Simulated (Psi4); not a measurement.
## ZrBrCl3 (SMILES [Cl][Zr]([Cl])([Cl])[Br]): methods side by side

The species is ZrBrCl3 (5 atoms), meant as a singlet with charge 0. SMILES: `[Cl][Zr]([Cl])([Cl])[Br]`. Geometry: optimised at PBE0/def2-TZVP.

```xyz
5

Cl   -1.0015   -0.1723    2.0675
Zr    0.0167   -0.0571   -0.0069
Cl    2.0303   -1.1967    0.0586
Cl   -1.3647   -1.0220   -1.5937
Br    0.4204    2.3097   -0.5936
```

Quantity: the HOMO–LUMO gap, in eV. The values are calculated.

```json
{"level": "PBE-D4/def2-TZVPP (density fitting, core potential)", "kind": "GGA", "program": "Psi4", "value (eV)": "4.49", "CPU time": "84 s"}
{"level": "r2SCAN-D4/def2-TZVPP (density fitting, core potential)", "kind": "meta-GGA", "program": "Psi4", "value (eV)": "4.95", "CPU time": "3.8 min"}
{"level": "B3LYP-D4/def2-TZVPP (density fitting, core potential)", "kind": "global hybrid", "program": "Psi4", "value (eV)": "6.07", "CPU time": "78 s"}
{"level": "PBE0-D4/def2-TZVPP (density fitting, core potential)", "kind": "global hybrid", "program": "Psi4", "value (eV)": "6.52", "CPU time": "80 s"}
{"level": "wB97M-V/def2-TZVPP (density fitting, core potential)", "kind": "range-separated hybrid", "program": "Psi4", "value (eV)": "10.76", "CPU time": "4.4 min"}
```

The values span 4.49 to 10.76 eV. Orbital gaps aren't excitation energies; they tend to grow with the share of exact exchange. CPU times are rough (shared hosts, several kinds of processor): they show what a rung costs within a factor of a few.
